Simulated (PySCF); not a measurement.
Two-component Hartree-Fock for Cu²⁺ (copper, charge +2)

Start: [Ar] 3d9; 3d3/2 filled at m_j = -3/2, -1/2, +1/2, +3/2; 3d5/2 filled at m_j = -3/2, -1/2, +1/2, +3/2, +5/2. Calculated with PySCF 2.14 in x2c-QZVPPall-2c (11s9p6d4f2g, 114 functions): generalised Hartree-Fock with the X2C-1e Hamiltonian and a Gaussian nucleus; one run each with spin-orbit coupling (SO) switched off, then screened by Boettger's factors.

```tsv
spinor shell	electrons	ε, spin-free (eV)	ε, screened SO (eV)	weight of nominal j (screened SO)	rms radius, screened SO (bohr)
1s1/2	2	-9074.1	-9073.9	1.000	0.0601
2s1/2	2	-1160.3	-1160.3	1.000	0.254
2p1/2	2	-1000.9	-1015.2	0.999	0.226
2p3/2	4	-1000.9	-993.83	1.000	0.229
3s1/2	2	-166.72	-166.70	1.000	0.763
3p1/2	2	-117.69	-120.69	0.948	0.804
3p3/2	4	-117.69	-116.20	0.974	0.814
3d3/2	4	-39.761	-40.398	0.817	1.02
3d5/2	5	-39.761	-39.260	0.854	1.03
```

```csv
quantity,spin-free,screened SO
E (hartree),-1652.29277,-1652.33870
M_J,5/2,5/2
⟨J²⟩,8.755,8.755
⟨L²⟩,6.004,6.005
⟨S²⟩,0.751,0.752
```

Each row is a mean over spinors that exchange with the open shell spreads, by up to 7.445 eV (3p3/2).

Rows whose weight is well below 1 are mixtures of j = l ± 1/2: exchange outweighs spin-orbit coupling there, and the label is only the starting occupation.

Without spin-orbit coupling the j labels of p, d and f shells carry no meaning; the spin-free column gives the mean over the occupied spinors of each nl shell.
